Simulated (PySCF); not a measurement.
Does the structure fit the spectrum?

A compound C4H6F4OSi gives the data below (simulated from a calculation) and was assigned the structure `F/C=C\O[SiH2]CC(F)(F)F`.

13C{1H} NMR (computed): δ 155.6 (C), 146.5 (CH), 129.5 (CH), 70.3 (CH).

1H NMR (600 MHz, computed): δ 6.94 (m, 1H), 6.30 (m, 1H), 4.26 (m, 1H), 4.13 (m, 3H).

Level of theory: GIAO PBE0/pcSseg-1 shieldings, geometry: GFN2-xTB, in PySCF (isolated molecule, one conformer, non-relativistic, averaged over atoms made equivalent by symmetry, fast rotation or ring inversion).

References, each an isolated molecule treated in the same way: 1H (σ = 31.72 ppm), 13C (σ = 186.93 ppm) vs TMS.

(1) Compare with the shifts computed for the proposed structure, pairing carbons in order of shift.

(2) Which isomer fits?

Results:

(1) Atoms are numbered as in `[F:1]/[CH:2]=[CH:3]\[O:4][SiH2:5][CH2:6][C:7]([F:8])([F:9])[F:10]`. Hydrogens are named by the atom that carries them.

| atom | computed for proposal | given list | difference |
| --- | --- | --- | --- |
| C2 | 144.9 | 155.6 | -10.7 |
| C7 | 136.4 | 146.5 | -10.1 |
| C3 | 134.6 | 129.5 | +5.1 |
| C6 | 26.5 | 70.3 | -43.8 |

The rms difference is 23.2 ppm and the largest -43.8 ppm at C6 (sp3 CH2 bonded to Si). The carbon types in order of shift don't match either: CH, C, CH, CH2 for the proposal against C, CH, CH, CH in the data. The proposal doesn't fit.

(2) SMILES F/C=C(\F)[C@@H]([SiH3])OC(F)F.

- Carbon types of the structure: 1 × C, 3 × CH, leaving 3 H on heteroatoms.
- δC 155.6: fully substituted alkene carbon; the olefinic region.
- δC 146.5: alkene CH; the olefinic region.
- δC 129.5: sp3 CH bonded to 2 F and O; 3 electronegative neighbours deshield it.
- δC 70.3: allylic sp3 CH bonded to O and Si; deshielded by the electronegative neighbour.

This is the structure that produced the data.

Splittings by 19F in the carbon and heteronuclear signals aren't shown, as no couplings were computed. Shifts are as computed. Against solution values, carbons near 30 ppm lie about +3 ppm off and those near 130 ppm about +5 ppm. Of 1211 compounds with measured shifts, 218 miss one by over three times the rms of a fit or turn the order of signals round; such compounds aren't used in these exercises. No couplings were computed; multiplicities are counted from neighbouring protons, with m where these are inequivalent, close in shift, in a saturated or five-membered ring or joined by F or P, and br s for small geminal =CH2 splittings.
